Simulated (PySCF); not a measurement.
SMILES [CH3][Li] (CH₃Li), singlet (B3LYP/def2-SVP optimised geometry):

```
5

C     -0.766    -0.255     0.000
Li     1.208    -0.255     0.000
H     -1.208    -0.763     0.881
H     -1.208     0.763     0.000
H     -1.208    -0.763    -0.882
```

Level of theory: B3LYP/def2-TZVP (PySCF).

Question: What are the frontier orbital energies and the dipole moment?

Answer: HOMO-2 -8.49 eV, HOMO-1 -8.49 eV, HOMO -4.87 eV, LUMO -1.34 eV, LUMO+1 0.56 eV; dipole moment 5.62 D.

On the same geometry PBE/def2-TZVP run with PySCF 2.14.0 gives HOMO-2 -7.31 eV, HOMO-1 -7.31 eV, HOMO -3.92 eV, LUMO -1.56 eV, LUMO+1 0.26 eV; dipole moment 5.44 D.

Meta-Löwdin charges at B3LYP/def2-TZVP: C1 -0.91, Li2 0.67, H3 0.08, H4 0.08, H5 0.08.
